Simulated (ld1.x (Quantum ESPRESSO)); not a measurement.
**Transferability test, PAW potential for europium**

```json
{"Element": "europium", "Generator": "ld1.x (Quantum ESPRESSO) 7.5", "Type": "PAW", "Functional": "Wu–Cohen", "Relativity": "fully relativistic", "Frozen core": "[Kr] 4d10 4f6", "Valence charge": "11", "Reference configuration": "5s2 5p6 5d1 6s1.5 6p0 (charge +0.5)", "Partial waves": "5s (bound): rcut 1.75, rcutus 2.05 bohr; 6s (bound): rcut 1.75, rcutus 2.05 bohr; 5p (bound): rcut 2.25, rcutus 2.50 bohr; 6p (bound, empty): rcut 2.25, rcutus 2.50 bohr; 5d (bound): rcut 1.85, rcutus 2.55 bohr; 5d channel at 3.2 Ry: rcut 1.85, rcutus 2.55 bohr", "Local potential": "all-electron potential smoothed inside 1.55 bohr (lloc = -2)", "Core correction": "Bessel-smoothed model core, default radius (core density twice the valence density)", "Augmentation charge": "PSQ, inside the norm-conserving radii"}
```

Open shells are filled in proportion to 2j + 1 (rel_dist='average').

Energies are relative to the spin-unpolarised reference configuration 5s2 5p6 5d1 6s1.5 6p0; without spin polarisation the order of configurations can differ from experiment.

Problem. Give the all-electron excitation energy and the error of the potential for: 5s2 5p6 5d1 6s2 6p0; 5s2 5p6 5d1 6s1 6p0; 5s2 5p6 5d1 6s0 6p0; 5s2 5p6 5d1.5 6s1.5 6p0; 5s2 5p6 5d0 6s2 6p1; 5s2 5p6 5d0 6s0 6p0; 5s2 5p6 5d1 6s0 6p1.

Solution.

| valence configuration | charge | ΔE all-electron (eV) | error AE − PS (meV) |
| --- | --- | --- | --- |
| 5s2 5p6 5d1 6s2 6p0 | 0 | -2.656 | -0.2 |
| 5s2 5p6 5d1 6s1 6p0 | +1 | 3.922 | -0.8 |
| 5s2 5p6 5d1 6s0 6p0 | +2 | 15.742 | -13 |
| 5s2 5p6 5d1.5 6s1.5 6p0 | 0 | -1.891 | -2.6 |
| 5s2 5p6 5d0 6s2 6p1 | 0 | -0.712 | -7.9 |
| 5s2 5p6 5d0 6s0 6p0 | +3 | 35.468 | -112 |
| 5s2 5p6 5d1 6s0 6p1 | +1 | 7.423 | -2.6 |

Levels in the configuration 5s2 5p6 5d1.5 6s1.5 6p0:

```json
{"level": "5s j=1/2", "all-electron (eV)": "-47.349", "pseudo (eV)": "-47.309"}
{"level": "5p j=1/2", "all-electron (eV)": "-28.719", "pseudo (eV)": "-28.688"}
{"level": "5p j=3/2", "all-electron (eV)": "-24.674", "pseudo (eV)": "-24.645"}
{"level": "5d j=3/2", "all-electron (eV)": "-2.347", "pseudo (eV)": "-2.341"}
{"level": "5d j=5/2", "all-electron (eV)": "-2.107", "pseudo (eV)": "-2.099"}
{"level": "6s j=1/2", "all-electron (eV)": "-3.828", "pseudo (eV)": "-3.827"}
```

The ghost test of this file was not conclusive.
